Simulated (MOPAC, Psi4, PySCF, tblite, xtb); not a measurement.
Dimer CH2O2 ··· CHN (SMILES O=CO and C#N) at R = 3.73 Å between the centres of mass, closest contact 2.93 Å (a random orientation, not optimised). Geometry in Å and degrees:

```
C
O 1 1.1967
O 1 1.3439 2 125.19
H 3 0.9719 1 107.71 2 0.02
H 1 1.0973 2 125.23 3 -179.99
N 5 2.9282 1 99.19 2 -38.13
C 6 1.1462 5 86.06 1 123.17
H 7 1.0667 5 107.92 1 118.13
```

- GFN2-xTB (tblite)
- SAPT0/jun-cc-pVDZ, frozen core (Psi4)
- PBE0/def2-TZVP, counterpoise-corrected (Psi4)
- PBE0-D3(BJ)/def2-TZVP, counterpoise-corrected (Psi4)
- PBE/def2-TZVP, counterpoise-corrected (Psi4)
- PBE-D3(BJ)/def2-TZVP, counterpoise-corrected (Psi4)
- HF/aug-cc-pVDZ, counterpoise-corrected (Psi4)
- MP2/aug-cc-pVDZ = Psi4 with DF-MP2/aug-cc-pVDZ, frozen core, counterpoise-corrected
- SCS-MP2/aug-cc-pVDZ = DF-SCS-MP2/aug-cc-pVDZ, frozen core, counterpoise-corrected (Psi4)
- AM1, restricted, heats of formation (MOPAC)
- PM7, restricted, heats of formation (MOPAC)
- GFN1-xTB (xtb)
- RKS-B3LYP/6-31G* = restricted B3LYP/6-31G*, spherical d, no counterpoise correction (PySCF 2.14.0)
- RHF/STO-3G = PySCF with restricted Hartree-Fock/STO-3G, no counterpoise correction
- RKS-B3LYP/6-311+G** = PySCF with restricted B3LYP/6-311+G**, spherical d, no counterpoise correction
- RKS-B3LYP/3-21G = PySCF with restricted B3LYP/3-21G, no counterpoise correction

Problem. What interaction energy does each level give?

Solution. 
```tsv
method	E_int / kcal/mol
RKS-B3LYP/3-21G	-0.61
GFN1-xTB	-0.41
GFN2-xTB	-0.31
PBE-D3(BJ)/def2-TZVP	-0.19
PBE0-D3(BJ)/def2-TZVP	-0.09
PM7	-0.07
MP2/aug-cc-pVDZ	-0.02
RKS-B3LYP/6-31G*	0.20
SCS-MP2/aug-cc-pVDZ	0.33
RHF/STO-3G	0.44
SAPT0/jun-cc-pVDZ	0.46
AM1	0.59
PBE/def2-TZVP	0.63
PBE0/def2-TZVP	0.68
RKS-B3LYP/6-311+G**	1.09
HF/aug-cc-pVDZ	1.61
```
